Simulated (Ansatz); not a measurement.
Species: C7H15 (charge 0, doublet). It need not be the lowest isomer of its formula. 
Coordinates optimised at B3LYP-D3(BJ)/def2-TZVP (Ansatz, a program for electronic structure):
SMILES: [CH](CC)C(C)(C)C
```xyz
22

C      2.8759     0.8042     0.5039
C      1.5503     0.0871     0.7515
C      0.5689     0.2632    -0.3532
C     -0.8627    -0.1846    -0.2715
C     -1.6759     0.8508     0.5404
C     -0.9819    -1.5553     0.4148
C     -1.4501    -0.2753    -1.6869
H      2.7232     1.8801     0.3962
H      3.3477     0.4421    -0.4120
H      3.5743     0.6447     1.3270
H      1.1185     0.4400     1.7008
H      1.7431    -0.9813     0.9203
H      0.8429     0.9088    -1.1813
H     -2.7236     0.5460     0.6103
H     -1.6378     1.8328     0.0658
H     -1.2852     0.9487     1.5547
H     -0.4120    -2.3136    -0.1256
H     -0.6146    -1.5236     1.4416
H     -2.0261    -1.8736     0.4453
H     -1.3806     0.6869    -2.1992
H     -0.9134    -1.0148    -2.2842
H     -2.5032    -0.5635    -1.6533
```
Charge 0, spin multiplicity 2.

Quantity: atomisation energy (electronic, to ground-state atoms), in kcal/mol. Valence correlation only, unless marked. UHF or UKS for open shells. No spin-orbit coupling. No relativistic terms. The coupled-cluster limit lacks core correlation, which all-electron functionals hold. CBS(X,Y): correlation extrapolated as X^-3; Hartree-Fock from the larger set. [CCSD(T)-MP2]/basis is that difference in the basis named.

```
level     program  atomisation energy (kcal/mol)
--------  -------  -----------------------------
HF/6-31G   Ansatz                         1533.2
```

Question: What does RI-MP2/CBS(cc-pVTZ,cc-pVQZ)+[CCSD(T)-MP2]/cc-pVTZ (Ansatz) give?

Answer: 2079.8 kcal/mol
